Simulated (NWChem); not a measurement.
**A calculation on Cu2**

SMILES: [Cu][Cu]
```xyz
2

Cu     0.0000     0.0000     1.0765
Cu     0.0000     0.0000    -1.0765
```
Charge 0, spin multiplicity 1.

Everything below was run with NWChem. All single points use one geometry, from PBE/def2-SVP, a minimum by its harmonic frequencies.

Symmetry labels belong to the abelian group D2h used in the runs, with the axes of the coordinates shown; states degenerate in a higher group split over its labels.

The structure started from a generated list of species.

Question: List the lowest 3 singlet excitations that TD-PBE0/def2-SVPD gives, with oscillator strengths.

Answer: 
```json
[
 {"state": "1", "symmetry": "ag", "energy (eV)": "2.42", "wavelength (nm)": "512", "f": "0.000"},
 {"state": "2", "symmetry": "b2u", "energy (eV)": "2.49", "wavelength (nm)": "499", "f": "0.003"},
 {"state": "3", "symmetry": "b3u", "energy (eV)": "2.49", "wavelength (nm)": "499", "f": "0.003"}
]
```
